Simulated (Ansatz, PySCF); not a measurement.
This singlet lies 2.33 eV below the relaxed triplet at the level composite: frozen-core CCSD(T) with HF/cc-pVQZ and the correlation energy extrapolated as X^-3 from cc-pVTZ and cc-pVQZ, plus CCSDT(Q) minus CCSD(T) in cc-pVDZ // PBE0-D3(BJ)/def2-TZVP (Ansatz, an electronic-structure program).

```xyz
3

Cl    -1.6059    -0.4418     0.0000
Si    -0.0015     0.8780     0.0000
Cl     1.6074    -0.4362     0.0000
```

Charge 0, multiplicity 1.

Q: Give the Mulliken and meta-Löwdin atomic charges from PBE0-D3(BJ)/def2-TZVP run with PySCF.

A: 
| atom | Mulliken (e) | meta-Löwdin (e) |
|---|---|---|
| Cl1 | -0.21 | -0.25 |
| Si2 | 0.41 | 0.50 |
| Cl3 | -0.21 | -0.25 |
